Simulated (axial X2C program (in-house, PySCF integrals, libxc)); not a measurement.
**Spin–orbit effects down a group: molecules with Sr (ions), PBE0**

Computed with an in-house relativistic program for diatomic molecules, spin-free (one-electron X2C) or two-component (2c: spin–orbit coupling with atomic mean-field Coulomb and Gaunt terms, which also bring small scalar terms), in Dyall basis sets with cores contracted in-house; open shells are unrestricted.

Basis sets: Br dyall-cv3z, Cl dyall-av3z, F dyall-av3z, I dyall-cv3z, Sr dyall-cv3z.

| molecule | spin-free state | Re (Å) | ωe (cm⁻¹) | De (eV) | 2c state | Re 2c (Å) | ωe 2c (cm⁻¹) | De 2c (eV) |
| --- | --- | --- | --- | --- | --- | --- | --- | --- |
| SrF⁺ | M_S = 0, Λ = 0 | 1.986 | 593.1 | 5.78 | Ω = 0 | 1.986 | 593.1 | 5.78 |
| SrCl⁺ | ? | ? | ? | ? | ? | ? | ? | ? |
| SrBr⁺ | M_S = 0, Λ = 0 | 2.605 | 268.1 | 3.91 | Ω = 0 | 2.606 | 267.8 | 3.80 |
| SrI⁺ | M_S = 0, Λ = 0 | 2.828 | 218.0 | 3.31 | Ω = 0 | 2.831 | 216.6 | 3.05 |

(1) Estimate the 2c Re and ωe of SrCl⁺ as the mean of its neighbours in the table.

Fragments in 2c: Sr+ + F, Sr+ + Cl, Sr+ + Br, I + Sr+. Each entry is the lowest single determinant of a limited PBE0 search at one distance. De goes to single-determinant-based atoms at the same level (for ions the charge split of lowest energy) and is withheld (n/a) where an atom does not fit its ground term or J level. Main or longest-lived isotopes. Some light 2c atoms are not at their ground J level, so De misses part of their lowering (0.04 eV or less). The functionals have no current term, which raises determinants with orbital currents.

Answers

(1) Re ≈ 2.296 Å, ωe ≈ 430.5 cm⁻¹. The PBE0 runs give the row below, so the estimate misses by -0.159 Å and 59.7 cm⁻¹.

| molecule | spin-free state | Re (Å) | ωe (cm⁻¹) | De (eV) | 2c state | Re 2c (Å) | ωe 2c (cm⁻¹) | De 2c (eV) |
| --- | --- | --- | --- | --- | --- | --- | --- | --- |
| SrCl⁺ | M_S = 0, Λ = 0 | 2.455 | 370.8 | 4.41 | Ω = 0 | 2.455 | 370.8 | 4.40 |
